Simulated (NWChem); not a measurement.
## Correlation energy of CH₃OS

```
C
H 1 1.0997
H 1 1.0997 2 109.74
H 1 1.1001 2 110.05 3 -121.24
S 1 1.8080 2 109.38 3 120.00
O 5 1.5188 1 105.55 2 -60.11
```
Charge 0, spin multiplicity 2.

All runs are NWChem calculations. All single points use one geometry, from UPBE0/def2-SVP, a minimum by its harmonic frequencies.

Basis set: cc-pVDZ. Each correlation energy counts from its own Hartree-Fock reference.

```csv
method,correlation energy (mHa),remark
URI-MP2,-441.0,-
UMP2,-440.9,-
SCS-UMP2,-432.1,-
CCSD on UHF,-478.9,-
CCSD[T] on UHF,-494.5,-
CCSD(T) on UHF,-493.1,-
CCSD on ROHF,-487.2,large amplitudes
CCSD[T] on ROHF,-503.4,large amplitudes
CCSD(T) on ROHF,-502.2,large amplitudes
```

The values span 71.4 mHa, from CCSD[T] on ROHF (lowest) to SCS-UMP2 (highest). 

The correlated methods keep 7 core orbitals frozen. The structure started from a generated list of species. The unpaired electrons of the parent sit in orbitals of symmetry a" (Cs labels of the run); other states weren't searched. The stability of the SCF solutions was not checked. Open-shell Hartree-Fock references start from PBE0 orbitals. Coupled-cluster values serve here as a point of comparison, not as the truth.
